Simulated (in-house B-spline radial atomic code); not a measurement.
Checks on a self-consistent run for the erbium ion Er²⁺, [He] 2s2 (2p1/2)2 (2p3/2)3 3s2 3p6 3d10 4s2 (4p1/2)1 (4p3/2)4 4d10 4f12 5s2 5p6 6s2. All numbers are computed (Dirac-Hartree-Fock, average of the jj configuration; Fermi nucleus of rms radius 5.2516 fm) with a radial B-spline atomic code at the basis-set limit, not measured.

| orbital | q | ε (Eh) | <1/r> | <r²> | small-component weight |
| --- | --- | --- | --- | --- | --- |
| 1s1/2 | 2 | -2137.22356 | 77.5681 | 0.000567079 | 0.06482 |
| 2s1/2 | 2 | -368.84530 | 18.7552 | 0.00868632 | 0.014615 |
| 2p1/2 | 2 | -352.35267 | 18.6945 | 0.00626545 | 0.014632 |
| 2p3/2 | 3 | -318.29976 | 16.1773 | 0.00755334 | 0.013373 |
| 3s1/2 | 2 | -86.53095 | 6.92968 | 0.0564834 | 0.0047988 |
| 3p1/2 | 2 | -78.85993 | 6.83262 | 0.0522846 | 0.0047224 |
| 3p3/2 | 4 | -71.39126 | 6.24906 | 0.0586965 | 0.0044661 |
| 3d3/2 | 4 | -58.54059 | 6.10139 | 0.0458203 | 0.0042901 |
| 3d5/2 | 6 | -56.80201 | 5.93663 | 0.0477663 | 0.0041825 |
| 4s1/2 | 2 | -19.06078 | 2.88336 | 0.283553 | 0.0015235 |
| 4p1/2 | 1 | -16.07229 | 2.77226 | 0.298646 | 0.0014398 |
| 4p3/2 | 4 | -14.25694 | 2.57724 | 0.329293 | 0.0013409 |
| 4d3/2 | 4 | -8.84579 | 2.35696 | 0.36754 | 0.0011538 |
| 4d5/2 | 6 | -8.63574 | 2.30612 | 0.379893 | 0.0011226 |
| 4f5/2 | 5.1429 | -1.98253 | 1.85053 | 0.586048 | 0.00076472 |
| 4f7/2 | 6.8571 | -1.97029 | 1.83415 | 0.594236 | 0.00075434 |
| 5s1/2 | 2 | -3.45919 | 1.0966 | 1.63979 | 0.00031705 |
| 5p1/2 | 2 | -2.40309 | 0.994594 | 2.01069 | 0.00027245 |
| 5p3/2 | 4 | -2.16508 | 0.915248 | 2.27236 | 0.00023374 |
| 6s1/2 | 2 | -0.77014 | 0.405646 | 10.6635 | 5.1422e-05 |

Electron-electron repulsion V_ee = 4662.5127 hartree.

(1) What total energy follows from the eigenvalues?

(2) Does the Dirac virial theorem hold?

(3) What diamagnetic shielding (Lamb formula) and susceptibility (Langevin formula) do the radii give?

## Answers

(1) The eigenvalues count the repulsion twice, so E = Σqε - V_ee = -8107.114 - 4662.513 = -12769.627 hartree; the run printed -12769.627.

(2) For a point nucleus E = -2c²Σq·w, with w the small-component weight. Here Σq·w = 0.33994 and c = 137.0360, so the ratio E/(-2c²Σq·w) is 1.000181; the finite nucleus accounts for the departure from 1.

(3) σ = (α²/3)Σq<1/r> = 463.975/(3·137.036²) = 8235.8 ppm, and χ = -0.79199×10⁻⁶·Σq<r²> = -40.96×10⁻⁶ cm³/mol with Σq<r²> = 51.714 bohr². Both are non-relativistic formulas without the paramagnetism of open shells; for so heavy an element the full relativistic shielding is larger by tens of per cent.
